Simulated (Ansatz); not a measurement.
Geometry optimisation, Ansatz, RKS r2SCAN-D4/def2-SVP.

Input file:

```yaml
crystal:
  periodic: [false, false, false]
  atoms:
    - { symbol: "N", position_ang: [-0.215, 1.6676, -0.1581] }
    - { symbol: Al, position_ang: [-0.201, -0.1952, -0.3012] }
    - { symbol: "N", position_ang: [0.7457, -1.203, 0.9794] }
    - { symbol: Cl, position_ang: [-1.1752, -1.2141, -1.951] }
    - { symbol: H, position_ang: [0.39681, 2.0522, -0.99547] }
    - { symbol: H, position_ang: [0.36033, 1.9635, 0.69563] }
    - { symbol: H, position_ang: [1.8061, -0.9167, 0.9113] }
    - { symbol: H, position_ang: [0.7588, -2.1882, 0.6937] }
basis:
  gaussian: { orbitals: def2-SVP }
hamiltonian:
  xc: r2scan
  dispersion: d4
relax:
  f_tol: 0.015
  max_steps: 40
```

Launched with:

```bash
$ ansatz run input.yaml --threads 2 --pin off --max-ram 3072MiB --backend cpu --events-out ev --progress --plain --runs-dir out
```

Q: Where does it end, and by what steps?

A: The run converged. After 8 steps the energy has fallen by 0.927 eV; H5 moved furthest, 0.77 Å.

```tsv
step	energy less start (eV)	largest force component (eV/Å)	accepted
0	0.0000	2.683	yes
1	-0.4447	1.656	yes
2	-0.6808	1.602	yes
3	-0.8450	0.432	yes
4	-0.9178	0.274	yes
5	-0.9253	0.039	yes
6	-0.9267	0.039	yes
7	-0.9272	0.018	yes
8	-0.9273	0.015	yes
```

```xyz
8
Properties=species:S:1:pos:R:3
N 0.134 1.559 -0.264
Al 0.029 -0.199 -0.372
N 0.872 -1.299 0.722
Cl -1.171 -1.035 -1.895
H -0.348 2.195 -0.891
H 0.669 2.089 0.416
H 1.477 -1.034 1.492
H 0.814 -2.310 0.665
```

The run took 11 s on 2 threads of Intel(R) Xeon(R) 6975P-C (Granite Rapids), with other jobs on the host, peak memory 0.15 GiB.
